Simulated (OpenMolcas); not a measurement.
# Ar5+, Kr5+, Xe5+: ns² np down the group

- Program: OpenMolcas
- Method: XMS-CASPT2, IPEA 0.25 Eh, imaginary shift 0.1 Eh
- Basis: ANO-R2
- Scalar Hamiltonian: X2C, finite nucleus
- Spin-orbit coupling: RASSI with atomic mean-field integrals over the reference wave functions, term energies averaged over their components

Active space for each ion: 1 electron in 3 orbitals (p); closed shells correlated by CASPT2: Ar5+ 2s 2p 3s; Kr5+ 3d 4s; Xe5+ 4d 5s.

Computed levels in cm-1 above ²P°_1/2:

```
                                Level  Ar5+  Kr5+   Xe5+
                              ²P°_3/2  2110  7550  14140
weight of ²P° in the lowest level (%)   100   100    100
```

Measured, with the error of the calculation in %. Measured levels: Ar5+ from Saloman, J. Phys. Chem. Ref. Data 39, 033101 (2010); Kr5+ from Saloman, J. Phys. Chem. Ref. Data 36, 215 (2007); Xe5+ from Saloman, J. Phys. Chem. Ref. Data 33, 765 (2004).

```
  Level         Ar5+         Kr5+          Xe5+
²P°_3/2  2208 (-4.7)  8110 (-6.8)  15599 (-9.3)
```

The fine-structure level ²P°_3/2 changes by a factor of 6.7 from Ar5+ to Xe5+.

Term energies are means over components that CASPT2 splits; among the terms shown or strongly mixed into the levels shown the widest spread is 55 cm-1 (3s² 3p ²P°, Ar5+). With one active electron, CASPT2 adds the correlation within the correlated inactive shells and between them and that electron, and leaves the splitting within a term as the reference gives it. Computed and measured levels are paired by configuration, term and J; levels that our copy of the source lacks, or whose pairing is in doubt (as where it misses far off the trend of its configuration), stay unpaired and out of the deviations. Only configurations of the active space appear.

° marks odd parity.
